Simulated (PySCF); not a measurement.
# How methods differ on the excitation energy of Ne⁺

Ne⁺ [He] 2s2 2p5 (2P) → Ne⁺ [He] 2s1 2p5 3s1 (4P), as a difference of total energies. Computed with PySCF 2.14 in dyall-acv3z (15s9p4d2f, 76 functions), with no relativity, point nucleus. Correlated levels: valence and next inner shell: nothing frozen; virtual orbitals above 40 to 60 times the deepest correlated orbital energy dropped. The calculations carry no spin-orbit coupling.

| method | excitation energy (eV) |
| --- | --- |
| UHF | 52.386 |
| MP2 (valence and next inner shell) | 52.223 |
| SCS-MP2 (valence and next inner shell) | 52.129 |
| CCSD (valence and next inner shell) | 52.571 |
| CCSD(T) (valence and next inner shell) | 52.513 |

Task: How much does correlation contribute at CCSD(T) (valence and next inner shell)?

Result: 52.513 − (52.386) = 0.127 eV, measured against UHF.

The upper state lies above the first ionisation limit, where it may autoionise and the basis confines it. A Rydberg-like electron needs more diffuse functions than a valence basis has.

The promoted electron is Rydberg-like, and one or two diffuse shells describe it only roughly, which tends to raise the upper state.
